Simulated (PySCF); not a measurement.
Al(Cl)(H)(SMe) (CH4AlClS), SMILES [Cl][AlH][S]C.

Geometry: TPSSh-D3(BJ)/def2-SVP. The values are those of a single conformer.

All values below come from PySCF 2.14.0 with TPSSh-D3(BJ)/def2-SVP.

Frequencies are harmonic and unscaled.

```json
[
 {"mode": "1", "ν (cm⁻¹)": "68", "IR (km/mol)": "0.3", "Raman (Å⁴/amu)": "0.1", "depolarisation": "0.75", "moving atoms (share of kinetic energy)": "H 46 %, C 20 %, S 13 %, Al 11 %, Cl 10 %"},
 {"mode": "2", "ν (cm⁻¹)": "96", "IR (km/mol)": "0.4", "Raman (Å⁴/amu)": "0.8", "depolarisation": "0.75", "moving atoms (share of kinetic energy)": "H 67 %, Al 19 %"},
 {"mode": "3", "ν (cm⁻¹)": "112", "IR (km/mol)": "2.4", "Raman (Å⁴/amu)": "0.3", "depolarisation": "0.64", "moving atoms (share of kinetic energy)": "Al 24 %, Cl 23 %, C 20 %, S 20 %, H 13 %"},
 {"mode": "4", "ν (cm⁻¹)": "193", "IR (km/mol)": "2.9", "Raman (Å⁴/amu)": "6.0", "depolarisation": "0.53", "moving atoms (share of kinetic energy)": "C 30 %, Cl 26 %, S 22 %, H 13 %, Al 10 %"},
 {"mode": "5", "ν (cm⁻¹)": "456", "IR (km/mol)": "102.0", "Raman (Å⁴/amu)": "2.2", "depolarisation": "0.75", "moving atoms (share of kinetic energy)": "H 83 %, Al 15 %"},
 {"mode": "6", "ν (cm⁻¹)": "478", "IR (km/mol)": "28.0", "Raman (Å⁴/amu)": "16.5", "depolarisation": "0.08", "moving atoms (share of kinetic energy)": "Al 43 %, S 33 %, Cl 20 %"},
 {"mode": "7", "ν (cm⁻¹)": "570", "IR (km/mol)": "32.8", "Raman (Å⁴/amu)": "7.1", "depolarisation": "0.73", "moving atoms (share of kinetic energy)": "Al 44 %, H 21 %, Cl 21 %, S 13 %"},
 {"mode": "8", "ν (cm⁻¹)": "663", "IR (km/mol)": "335.2", "Raman (Å⁴/amu)": "2.8", "depolarisation": "0.73", "moving atoms (share of kinetic energy)": "H 73 %, Al 22 %"},
 {"mode": "9", "ν (cm⁻¹)": "693", "IR (km/mol)": "1.5", "Raman (Å⁴/amu)": "14.6", "depolarisation": "0.41", "moving atoms (share of kinetic energy)": "C 59 %, S 30 %, H 11 %"},
 {"mode": "10", "ν (cm⁻¹)": "963", "IR (km/mol)": "4.9", "Raman (Å⁴/amu)": "2.1", "depolarisation": "0.75", "moving atoms (share of kinetic energy)": "H 85 %, C 14 %"},
 {"mode": "11", "ν (cm⁻¹)": "973", "IR (km/mol)": "3.9", "Raman (Å⁴/amu)": "4.9", "depolarisation": "0.74", "moving atoms (share of kinetic energy)": "H 83 %, C 15 %"},
 {"mode": "12", "ν (cm⁻¹)": "1343", "IR (km/mol)": "17.6", "Raman (Å⁴/amu)": "3.9", "depolarisation": "0.75", "moving atoms (share of kinetic energy)": "H 87 %, C 12 %"},
 {"mode": "13", "ν (cm⁻¹)": "1469", "IR (km/mol)": "4.4", "Raman (Å⁴/amu)": "13.8", "depolarisation": "0.75", "moving atoms (share of kinetic energy)": "H 95 %"},
 {"mode": "14", "ν (cm⁻¹)": "1479", "IR (km/mol)": "6.6", "Raman (Å⁴/amu)": "19.7", "depolarisation": "0.71", "moving atoms (share of kinetic energy)": "H 95 %"},
 {"mode": "15", "ν (cm⁻¹)": "1997", "IR (km/mol)": "140.9", "Raman (Å⁴/amu)": "138.7", "depolarisation": "0.14", "moving atoms (share of kinetic energy)": "H 96 %"},
 {"mode": "16", "ν (cm⁻¹)": "3050", "IR (km/mol)": "20.1", "Raman (Å⁴/amu)": "153.4", "depolarisation": "0.02", "moving atoms (share of kinetic energy)": "H 98 %"},
 {"mode": "17", "ν (cm⁻¹)": "3155", "IR (km/mol)": "3.5", "Raman (Å⁴/amu)": "64.9", "depolarisation": "0.55", "moving atoms (share of kinetic energy)": "H 90 %, C 10 %"},
 {"mode": "18", "ν (cm⁻¹)": "3169", "IR (km/mol)": "2.7", "Raman (Å⁴/amu)": "110.2", "depolarisation": "0.75", "moving atoms (share of kinetic energy)": "H 90 %, C 10 %"}
]
```
